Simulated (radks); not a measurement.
Radial electron density D(r) = 4 pi r^2 rho(r) of an atom or ion with 52 electrons. Method: scalar-relativistic Kohn-Sham, r2SCAN, spin-polarised, spherical densities, finite nucleus; meta-GGA in the generalised Kohn-Sham scheme; Fermi nuclear charge, rms radius of each element as measured or else 0.836 A^(1/3) + 0.57 fm; computed with a radial shooting solver on a logarithmic mesh with Libxc functionals.

| r (bohr) | D(r) (e/bohr) | spin D(r) |
|---|---|---|
| 0.001836 | 6.251 | 0.0000145 |
| 0.00212 | 7.886 | 0.0000204 |
| 0.002429 | 9.778 | 0.0000285 |
| 0.002806 | 12.21 | 0.0000413 |
| 0.003214 | 14.98 | 0.0000595 |
| 0.003712 | 18.45 | 0.0000891 |
| 0.004253 | 22.30 | 0.000132 |
| 0.004912 | 27.00 | 0.000203 |
| 0.005627 | 32.02 | 0.000308 |
| 0.006447 | 37.53 | 0.000470 |
| 0.007445 | 43.79 | 0.000739 |
| 0.00853 | 49.89 | 0.00113 |
| 0.009851 | 56.25 | 0.00178 |
| 0.01129 | 61.78 | 0.00272 |
| 0.01303 | 66.69 | 0.00422 |
| 0.01493 | 70.00 | 0.00634 |
| 0.01725 | 71.75 | 0.00960 |
| 0.01976 | 71.61 | 0.0140 |
| 0.02282 | 69.78 | 0.0205 |
| 0.02614 | 67.06 | 0.0286 |
| 0.03019 | 64.19 | 0.0397 |
| 0.03459 | 62.77 | 0.0524 |
| 0.03963 | 63.73 | 0.0671 |
| 0.04577 | 68.05 | 0.0837 |
| 0.05244 | 74.94 | 0.0994 |
| 0.06056 | 83.57 | 0.115 |
| 0.06938 | 90.47 | 0.130 |
| 0.08013 | 93.61 | 0.149 |
| 0.0918 | 91.09 | 0.179 |
| 0.106 | 83.38 | 0.233 |
| 0.1215 | 74.43 | 0.314 |
| 0.1403 | 67.83 | 0.427 |
| 0.1607 | 67.38 | 0.538 |
| 0.1841 | 72.19 | 0.608 |
| 0.2126 | 78.25 | 0.584 |
| 0.2436 | 78.87 | 0.451 |
| 0.2814 | 70.34 | 0.251 |
| 0.3223 | 55.41 | 0.141 |
| 0.3723 | 38.91 | 0.274 |
| 0.4265 | 29.00 | 0.712 |
| 0.4926 | 26.74 | 1.41 |
| 0.5643 | 29.27 | 2.03 |
| 0.6517 | 31.02 | 2.36 |
| 0.7467 | 28.59 | 2.27 |
| 0.8623 | 22.37 | 1.95 |
| 0.9879 | 15.81 | 1.70 |
| 1.132 | 10.85 | 1.68 |
| 1.307 | 7.920 | 1.85 |
| 1.498 | 6.533 | 1.99 |
| 1.73 | 5.382 | 1.91 |
| 1.982 | 4.091 | 1.57 |
| 2.288 | 2.614 | 1.06 |
| 2.622 | 1.434 | 0.602 |
| 3.028 | 0.6157 | 0.268 |
| 3.469 | 0.2245 | 0.102 |
| 4.006 | 0.06148 | 0.0299 |
| 4.59 | 0.01466 | 0.00793 |
| 5.301 | 0.002630 | 0.00167 |
| 6.073 | 0.0004433 | 0.000334 |

What is the nuclear charge?

Answer. Z = 55. The innermost maximum, from 1s, lies near gamma/Z bohr with gamma = sqrt(1 - (Z/c)^2) = 0.916, here 0.0167 bohr (found: 0.0182), and its height grows with Z. The density is that of the caesium ion Cs3+ in [Kr] 4d9 5s2 5p4 4f1; the configuration itself is not fixed sharply by these data, and Z only to a few units. D(r) has 4 maxima, at r = 0.0182, 0.0808, 0.230, 0.647 bohr, and minima at 0.0354, 0.152, 0.477 bohr, inside which lie 1.98, 11.19, 28.95 electrons.
